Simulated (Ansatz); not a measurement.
Species: NiCl2, net charge 0, triplet state. The spin state was set by rule; other spins were not relaxed. 
Coordinates optimised at B3LYP-D3(BJ)/def2-TZVP (Ansatz, an electronic-structure program):
SMILES: [Cl][Ni][Cl]
```xyz
3

Ni     0.0000     0.0000     0.0000
Cl     0.0000     0.0000     2.0751
Cl     0.0000     0.0000    -2.0751
```
Charge 0, spin multiplicity 3.

Total electronic energies in hartree. Valence correlation only, unless marked. UHF or UKS for open shells. No spin-orbit coupling. The frozen core is the preceding noble-gas configuration, with the filled d and f shells of earlier blocks. No relativistic terms. CBS(X,Y): correlation extrapolated as X^-3; Hartree-Fock from the larger set. [CCSD(T)-MP2]/basis is that difference in the basis named.

```json
[
 {"level": "HF/def2-QZVPP", "program": "Ansatz", "energy (Eh)": "-2426.06854"},
 {"level": "RI-HF/def2-QZVPP", "program": "Ansatz", "energy (Eh)": "-2426.06841"},
 {"level": "r2SCAN0-D4/def2-TZVPD", "program": "Ansatz + dftd4", "energy (Eh)": "-2428.73021"},
 {"level": "wB97X/def2-TZVPD", "program": "Ansatz", "energy (Eh)": "-2428.87333"},
 {"level": "RI-MP2/CBS(def2-TZVPPD,def2-QZVPPD)", "program": "Ansatz", "energy (Eh)": "-2426.8841"},
 {"level": "CCSD/6-31G", "program": "Ansatz", "energy (Eh)": "-2425.91087"},
 {"level": "CCSD/def2-SVP", "program": "Ansatz", "energy (Eh)": "-2425.96465"},
 {"level": "CCSD(T)/6-31G*", "program": "Ansatz", "energy (Eh)": "-2426.18718"},
 {"level": "RI-MP2/CBS(def2-TZVPP,def2-QZVPP)+[CCSD(T)-MP2]/def2-TZVPP", "program": "Ansatz", "energy (Eh)": "-2426.9382"}
]
```

Totals of different functionals don't rank their quality; only differences between species are comparable.
